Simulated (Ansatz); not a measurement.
Start from `C[Si](O)(F)Cl` and change one atom or group to get `C=N[Si](O)(F)Cl`.

Ansatz, PBE0-D4/def2-TZVP geometries, multiplicity 1. Each molecule was computed in one conformer, which needn't be the lowest.

```
                               property  `C[Si](O)(F)Cl`
HOMO–LUMO gap (ωB97M-V/def2-TZVPP) / eV            13.71
  HOMO energy (ωB97M-V/def2-TZVPP) / eV           -11.57
     LUMO energy (PBE0/def2-TZVPP) / eV             0.67
      HOMO energy (PBE/def2-TZVPP) / eV            -7.74
   HOMO–LUMO gap (PBE0/def2-TZVPP) / eV             9.95
    HOMO energy (B3LYP/def2-TZVPP) / eV            -8.99
```

**Question.** Give the same properties after the change, and the shifts. (An estimate is asked.)

**Answer.** Computed: 
```json
{"property": "HOMO–LUMO gap (ωB97M-V/def2-TZVPP) / eV", "`C=N[Si](O)(F)Cl`": "10.93", "shift": "-2.78"}
{"property": "HOMO energy (ωB97M-V/def2-TZVPP) / eV", "`C=N[Si](O)(F)Cl`": "-10.15", "shift": "1.42"}
{"property": "LUMO energy (PBE0/def2-TZVPP) / eV", "`C=N[Si](O)(F)Cl`": "-1.48", "shift": "-2.15"}
{"property": "HOMO energy (PBE/def2-TZVPP) / eV", "`C=N[Si](O)(F)Cl`": "-6.32", "shift": "1.42"}
{"property": "HOMO–LUMO gap (PBE0/def2-TZVPP) / eV", "`C=N[Si](O)(F)Cl`": "6.32", "shift": "-3.63"}
{"property": "HOMO energy (B3LYP/def2-TZVPP) / eV", "`C=N[Si](O)(F)Cl`": "-7.57", "shift": "1.42"}
```

With PBE0 the HOMO rises by 1.47 eV and the LUMO falls by 2.15 eV, so the gap narrows by about 3.62 eV. PBE moves the HOMO by 1.42 eV and ωB97M-V by 1.42 eV.

B3LYP here is the variant with VWN-RPA as its local correlation; programs differ in this.
